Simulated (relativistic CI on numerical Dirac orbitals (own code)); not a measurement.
**Slater and spin-orbit integrals, Os XXII**

These numbers are calculated, not measured: Dirac-Coulomb-Breit CI, KLI orbitals optimised for each configuration, model QED (radiative potential, 1s self-energy scaled to tabulated hydrogen-like ionisation energies), unscaled Slater integrals (own radial code, finite nucleus).

Slater integrals F^k, G^k are unscaled and averaged over j, outside the closed core [Ar] 3d10 4d10; ζ comes from projecting the Hamiltonian with its Breit term on Σ l·s of the shell.

- 4s2 4p6 4f9: F^2(4f,4f) = 217840, F^4(4f,4f) = 140580, F^6(4f,4f) = 102340, ζ(4f) = 7558.6 cm⁻¹; <r>(4f) = 0.4702, <r^2>(4f) = 0.2575 (bohr units).
- 4s2 4p6 4f8 5s: F^2(4f,4f) = 220560, F^4(4f,4f) = 142450, F^6(4f,4f) = 103740, ζ(4f) = 7772.7, G^3(4f,5s) = 34875 cm⁻¹; <r>(4f) = 0.4654, <r^2>(4f) = 0.2521, <r>(5s) = 0.8301, <r^2>(5s) = 0.7669 (bohr units).
- 4s2 4p6 4f7 5s2: F^2(4f,4f) = 223510, F^4(4f,4f) = 144490, F^6(4f,4f) = 105260, ζ(4f) = 7989.5 cm⁻¹; <r>(4f) = 0.4603, <r^2>(4f) = 0.2463 (bohr units).

Averages of the first 7 configurations, taken without configuration mixing, which lowers the lowest level and can move excited configurations by several eV; other configurations of the list can lie among them:

| Configuration | Parity | States | Average energy above the lowest level (eV) |
| --- | --- | --- | --- |
| 4s2 4p6 4f9 | odd | 2002 | 17.3 |
| 4s2 4p6 4f8 5s | even | 6006 | 66.3 |
| 4s2 4p6 4f7 5s2 | odd | 3432 | 124.0 |
| 4s2 4p5 4f10 | odd | 6006 | 473.8 |
| 4s2 4p6 4f8 6s | even | 6006 | 290.3 |
| 4s 4p6 4f10 | even | 2002 | 639.6 |
| 4p6 4f11 | odd | 364 | 1264.4 |
